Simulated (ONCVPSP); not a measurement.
**magnesium, ONCV: configuration errors across variants**

- Element: Mg
- Generator: ONCVPSP 4.0.1
- Type: optimised norm-conserving Vanderbilt (ONCV)
- Functional: PBE
- Relativity: scalar-relativistic
- Frozen core: [He]
- Valence charge: 10
- Reference configuration: 2s2 2p6 3s2
- Partial waves: 2s+3s: rc 1.20 bohr, ncon 4, nbas 7, qcut 9.4 1/bohr, 2 projectors; 2p: rc 1.20 bohr, ncon 4, nbas 8, qcut 9 1/bohr, 2 projectors, debl 0.3 Ha
- Local potential: polynomial inside 0.90 bohr (lpopt 5, dvloc0 3 Ha)
- Core correction: none

In the p channel the program set the typed energies aside and used -1.713, 0.250 Ha.

All-electron excitation energies from the reference (eV): (1) 2s2 2p6 3s1 7.960; (2) 2s2 2p6 3s0 22.985; (3) 2s2 2p6 3s1.5 3.144; (4) 2s1 2p6 3s2 91.470.

Errors AE − PS in meV (a dash: test not solved or not reliable):

| change | (1) | (2) | (3) | (4) | bound ghosts | GHOST(+) flags above zero |
| --- | --- | --- | --- | --- | --- | --- |
| base | -0.3 | -2.3 | -0.1 | -405 | none | none |
| s: rc 0.88; local potential polynomial inside 0.88 bohr (lpopt 5, dvloc0 3 Ha) | -0.2 | -1.7 | 0.0 | -302 | none | none |
| s: rc 1.04 | -0.3 | -2.0 | -0.1 | -356 | none | none |
| s: rc 1.4 | -0.4 | -2.5 | -0.1 | -433 | none | none |
| s: rc 1.58 | -0.4 | -2.7 | -0.1 | -422 | none | none |
| s: rc 1.74 | -0.5 | -3.1 | -0.1 | -346 | none | none |

(1) Give the same row for: s: rc 1.24.

Results:

(1) -0.3, -2.3, -0.1, -414; bound ghosts: none; GHOST(+) flags above zero: none.
